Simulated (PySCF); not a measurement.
Bi(OH)(TeH)2 (BiH3OTe2), SMILES [Bi]([TeH])([TeH])[OH]. Coordinates come from a PBE-D3(BJ)/def2-SVP optimisation. The structure was generated by enumeration; whether it is a known compound was not checked. The def2 effective core potentials stand for the cores of Bi, Te; spin–orbit coupling is left out. The values are those of a single conformer.

Computed equilibrium geometry at PBE-D3(BJ)/def2-SVP (PySCF confirms it by a frequency run) as Cartesian coordinates in Å (one conformer of several):
```xyz
7

Bi    -0.1122    -0.2738     1.0374
O     -1.4920    -1.8880     0.9046
H     -1.6333    -2.1051    -0.0402
Te    -1.2762     1.8006    -0.6515
H     -0.8955     0.9513    -2.0537
Te     1.6920    -1.0048    -1.0981
H      2.1611    -2.3966    -0.2688
```
